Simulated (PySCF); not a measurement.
H (hydrogen, neutral) across methods

2p1, 2P determinant (an excited configuration). Calculation: PySCF 2.14, in dyall-acv3z (10s3p2d, 29 functions); scalar relativity by spin-free X2C-1e.

```csv
method,E (hartree),mean ε 2p α (eV),Σ⟨r²⟩ (bohr²),⟨S²⟩
LC-wPBE,-0.1130,-3.101,14.33,0.750
r2SCANh,-0.1151,-1.052,14.48,0.750
BHandHLYP,-0.1121,-1.747,14.42,0.750
r2SCAN,-0.1164,-0.858,14.49,0.750
PBE,-0.1227,-0.857,14.49,0.750
wB97X-V,-0.1102,-2.901,14.31,0.750
LDA,-0.1118,-0.602,14.60,0.750
UHF,-0.10301,-2.803,14.42,0.750
PBE0,-0.1193,-1.405,14.48,0.750
```

For one electron the Hartree and exchange-correlation energies should cancel; what remains is the self-interaction error. The outer electron is Rydberg-like, and this basis confines it to a smaller radius and binds it less than a complete one would.
